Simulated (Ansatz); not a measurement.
Born–Oppenheimer molecular dynamics of C3H7FOSi (13 atoms, charge 0, multiplicity 1). It starts from a relaxed structure.

Level of theory: RHF/STO-3G in Ansatz.

| Item | Value |
| --- | --- |
| ensemble | NVT, Nosé–Hoover chain |
| time step | 4 fs |
| steps asked | 120 |
| set temperature | 500 K |
| thermostat | time constant 50 fs, chain length 3 |
| seed | 329955 |

First frame:

```xyz
13
Properties=species:S:1:pos:R:3
C -1.720 0.428 -0.346
Si 0.084 0.052 -0.152
C 0.486 -1.611 0.638
F 0.114 -1.685 1.979
C 1.319 1.336 -0.182
O 1.131 0.532 -1.392
H -2.223 -0.341 -0.917
H -1.862 1.370 -0.860
H -2.209 0.497 0.617
H 1.562 -1.800 0.552
H -0.015 -2.416 0.087
H 2.292 1.218 0.288
H 1.060 2.385 -0.297
```

(1) What does the run give?

(2) What happens to the structure?

(3) How do temperature and energy run in time?

## Answers

(1) All steps were run.

```yaml
steps_done: 120
time_covered: 480 fs
mean_temperature_over_the_second_half: 7559 K
spread_of_the_potential_energy_over_the_second_half: 689.0 meV per atom
mean_potential_energy_of_the_second_half_above_the_start: 5844.1 meV per atom
```

The conserved energy changed by up to 720000 meV per atom, so the integration failed: the time step of 4 fs is too long for the fastest motions that this run met, and the later frames carry no physical meaning.

(2) Parted: C1–H7 1.08 → 12.42 Å, C1–H8 1.08 → 25.17 Å, C1–H9 1.08 → 15.74 Å, Si2–C3 1.88 → 3.83 Å, Si2–C5 1.78 → 2.43 Å, C3–F4 1.39 → 4.06 Å. Joined: C1–C5 3.18 → 1.42 Å, Si2–F4 2.75 → 1.68 Å. It ends as C + C2FOSi + H + H + H + H + H + H + H. Pairs count as bonded within 1.25 times the sum of covalent radii (0.12 Å more for H–H). This is one draw of velocities; another would differ in detail.

(3) 
```
time (fs)   T (K)  potential energy less start (eV)  conserved less start (meV/atom)
      0.0     500                             0.000                             0.00
     24.0   25777                            66.886                        209893.62
     48.0    7257                            71.990                        214470.25
     72.0     498                            69.487                        214448.02
     96.0     236                            68.956                        214447.62
    120.0    1364                            66.484                        214468.14
    144.0     494                            62.305                        215054.73
    168.0  116097                            68.238                        292516.92
    192.0     728                            66.895                        292529.45
    216.0    1660                            72.470                        405210.70
    240.0     372                            70.115                        405201.67
    264.0     132                            69.601                        405200.51
    288.0     119                            69.289                        405200.53
    312.0     185                            68.881                        405200.21
    336.0    4031                            61.429                        405140.69
    360.0     558                            81.151                        717420.62
    384.0     190                            80.192                        717418.54
    408.0      78                            79.983                        717418.25
    432.0     408                            79.035                        717419.74
    456.0     364                            76.670                        717417.01
    480.0     381                            75.335                        717404.96
```

Time of the run: 3.3 min on 1 CPU thread of a shared host.
